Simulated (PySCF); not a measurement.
## Correlation energy of As(3+) (arsenic, charge +3)

[Ar] 3d10 4s2, closed-shell 1S. Calculation: PySCF 2.14, in jorge-DZP-DKH (8s6p2d1f, 43 functions); scalar relativity by spin-free X2C-1e. Frozen: [Ar] 3d10; 2 electrons correlated.

Total MP2 correlation energy: -26.97 mhartree.

Same-spin part 0.00 and opposite-spin part -26.97 mhartree; SCS-MP2 scales them by 1/3 and 6/5 to -32.37 mhartree.

With two correlated electrons CCSD is exact within the correlated space (frozen core and kept virtual orbitals).

| level | correlation energy (mhartree) |
| --- | --- |
| CCSD | -40.00 |

Diagnostics: T1 = 0.0037, D1 = 0.0052, largest double amplitude 0.101.

Cost of the coupled-cluster step: 0.14 s of wall time on 1 thread of Neoverse-N1 (shared host), for 2 correlated electrons.
